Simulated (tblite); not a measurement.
Species: CH7NP2Si.
SMILES with atom numbers: `[CH2:1]=[N:2][SiH:3]([PH2:4])[PH2:5]` (hydrogens: H6, H7 on C1; H8 on Si3; H9, H10 on P4; H11, H12 on P5)

Geometry (GFN2-xTB, Å), atoms numbered from 1 in this order:
```
atom  x, y, z in Å
C1    -0.154    2.094   -0.287
N2     0.260    1.261    0.551
Si3    0.001   -0.451    0.605
P4    -1.602   -1.074   -0.866
P5     1.925   -1.522    0.116
H6    -0.800    1.843   -1.136
H7     0.128    3.137   -0.184
H8    -0.294   -0.668    2.024
H9    -2.642   -0.726   -0.022
H10   -1.629   -2.395   -0.464
H11    2.714   -0.586    0.754
H12    2.094   -0.916   -1.117
```

Calculated harmonic vibrations of the isolated species, GFN2-xTB (tblite), most abundant isotopes, no scaling. The method is semi-empirical: single wavenumbers can be off by several per cent or more. Modes of hydrogen on phosphorus and silicon can be 10 to 20 % off. One conformer, not necessarily the lowest.

Harmonic wavenumbers (cm⁻¹): 67.9, 73.6, 84.7, 95.0, 108.0, 163.1, 328.0, 401.3, 467.9, 503.2, 561.8, 636.5, 666.5, 678.9, 695.3, 707.0, 777.7, 995.1, 1135.0, 1136.6, 1139.0, 1433.3, 1722.8, 2213.7, 2307.0, 2313.6, 2398.5, 2400.2, 2859.2, 2992.6.

A = 2433, B = 1857, C = 1192 MHz; mass 122.982 u (most abundant isotopes); point group C1, symmetry number 1.

Task: Zero-point energy?

Result: ½Σν̃ = 16032 cm⁻¹ = 45.84 kcal/mol.

Task: Entropy at 273.15 K, 1 bar (ideal gas, RRHO, classical rotation)?

Result: Translation 39.93, rotation 28.22, vibration 25.64: S = 93.8 cal/(mol K).

Task: And Cp and H(273.15 K) − H(0)?

Result: Cp = 31.18 cal/(mol K), of which vibrations give 23.23 (their classical limit is 30 R = 59.6); H(273.15 K) − H(0) = 5.71 kcal/mol without the zero-point energy, 3.54 from vibrations.

Task: Which modes carry the vibrational entropy at 273.15 K?

Result: 67.9 cm⁻¹: 4.04; 73.6 cm⁻¹: 3.88; 84.7 cm⁻¹: 3.61; 95.0 cm⁻¹: 3.38; 108.0 cm⁻¹: 3.13; 163.1 cm⁻¹: 2.35 cal/(mol K); the other 24 give 5.25 together.

Task: How do the functions run with temperature in this model?

Result: 
```
 T (K)  S (cal/(mol K))  Cp (cal/(mol K))  H − H(0) (kcal/mol)  G − H(0) (kcal/mol)  ln q(vib)
    50             58.1              14.5                 0.52                -2.38       0.49
   100             69.6              18.9                 1.37                -5.60       1.90
298.15             96.6              32.7                 6.51               -22.29       6.98
373.15            104.4              36.8                 9.12               -29.83       8.69
   500            116.0              42.2                14.15               -43.83      11.40
   750            134.6              49.8                25.72               -75.24      16.15
  1000            149.7              54.8                38.83              -110.84      20.29
```

q(vib) and H(0) count from the zero-point level.

Hindered rotation and anharmonicity are outside this model. Other conformers, if any are populated, would add a mixing term that is left out. The structure is chiral; the term R ln 2 for an equal mix with its mirror image is left out.
